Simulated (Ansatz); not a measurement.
`[SiH3]C[CH2][InH2]` + H₂ → `C[CH2][InH2]` + SiH₄  (hydrogenolysis of a C–Si bond)

Program: Ansatz. Geometries: PBE0-D4/def2-TZVP. ΔE: electronic, gas phase. CCSD(T)/CBS adds triple-zeta CCSD(T) − MP2 to the extrapolated MP2 energy (def2 sets, frozen cores). This one scheme is used for every species. DFT in def2-TZVPP. Elements past krypton have def2 core potentials. For In outer-core shells are correlated without core-valence functions, which leaves a few kJ/mol of doubt a bond. Each species was taken in one conformer, which may not be the lowest.

```csv
level,ΔE (kJ/mol)
r2SCAN-D4,-18.6
PBE0-D4,-21.3
r2SCANh-D4,-19.8
PBE-QIDH,-23.6
CAM-B3LYP,-39.5
MP2/def2-SVP,-31.6
SCS-MP2/def2-TZVPP,-25.8
HF/def2-QZVPP,-60.6
```

Task: What does CCSD(T)/CBS give? (An estimate is asked.)

Result: Ansatz gave: -16.1 kJ/mol. The listed levels differ from it by -2.5, -5.2, -3.7, -7.5, -23.4, -15.5, -9.7, -44.5 kJ/mol.

Largest T1 diagnostic among the species: 0.013.

At CCSD(T), def2-SVP lies −22.0 kJ/mol from the extrapolated value and def2-TZVPP −7.2 kJ/mol. From r2SCAN to r2SCAN0 (25 % exact exchange), in def2-TZVPP and without D4, ΔE moves by −3.6 kJ/mol. Leaving LDA and LC-ωPBE aside and taking each functional with its dispersion term where it has one, the values, not all of them listed here, spread over 17.8 kJ/mol, from B2PLYP to revPBE-D4. LDA lies +16.9 kJ/mol from PBE without D4.

CCSD(T)/CBS has its own doubt, a few kJ/mol and more with outer-core shells, so smaller differences from it don't rank the levels.
